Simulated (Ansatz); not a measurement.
The cluster Cd2SF2. The state is a singlet with charge 0. Geometry relaxed at PBE0-D4/def2-SVP.

```xyz
5

Cd   -0.640   -1.503   -0.621
Cd    0.946    1.411    0.409
S     1.381   -0.413   -0.959
F    -2.310   -2.441   -0.366
F     0.623    2.945    1.538
```

In the def2 sets Cd takes a core potential; there is no spin–orbit coupling. The structure comes from a short search, and lower isomers may exist.

Question: Estimate the harmonic wavenumbers at RKS PBE0-D4/def2-SVP (Ansatz, unscaled). Is this a minimum?

Answer: 45, 100, 100, 117, 123, 350, 373, 621, 626 cm⁻¹. Yes, no mode is imaginary beyond noise. Zero-point energy 14.7 kJ/mol. It took 40 s on 4 threads of Arm Neoverse V1 on a shared host.
